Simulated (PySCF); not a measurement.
SMILES [Si](Cl)(CB(C)C)(Cl)Cl, GFN2-xTB optimised geometry.

```
16

Si     2.21    -0.07     1.76
Cl     1.60    -1.76     2.69
Cl     4.24    -0.08     1.68
Cl     1.63     1.51     2.88
C      1.49     0.05     0.00
B     -0.09     0.05     0.00
C     -0.86     1.42     0.00
C     -0.88    -1.31     0.03
H      1.89     0.95    -0.46
H      1.89    -0.80    -0.57
H     -0.88     1.82    -1.02
H     -1.89     1.35     0.33
H     -0.36     2.18     0.60
H     -1.80    -1.29    -0.55
H     -1.19    -1.51     1.06
H     -0.30    -2.18    -0.28
```

Density from B3LYP/def2-TZVP (PySCF) at that geometry.

Minimum of the electron density along straight lines between bonded atoms, close to the bond critical point (lines longer than 1.1 times the sum of covalent radii, or with two minima, are not listed):

```tsv
bond	length / Å	ρ at the minimum / e bohr⁻³	∇²ρ there / e bohr⁻⁵	position (fraction from the first atom)
Si1–Cl2	2.024	0.107	0.23	0.37
Si1–Cl3	2.031	0.106	0.22	0.37
Si1–Cl4	2.026	0.107	0.23	0.37
Si1–C5	1.903	…	…	0.39
C5–B6	1.583	0.180	-0.26	0.67
B6–C7	1.573	0.189	-0.35	0.33
B6–C8	1.572	0.190	-0.34	0.33
C5–H9	1.091	0.272	-0.90	0.64
C5–H10	1.091	0.272	-0.90	0.64
C7–H11	1.091	0.269	-0.88	0.63
C7–H12	1.087	0.277	-0.94	0.63
C7–H13	1.088	0.275	-0.92	0.64
C8–H14	1.088	0.275	-0.92	0.63
C8–H15	1.091	0.269	-0.89	0.63
C8–H16	1.087	0.277	-0.94	0.63
```

Question: What belongs in the gaps?

Answer: 
- Si1–C5, ρ at the minimum / e bohr⁻³: 0.120
- Si1–C5, ∇²ρ there / e bohr⁻⁵: 0.07
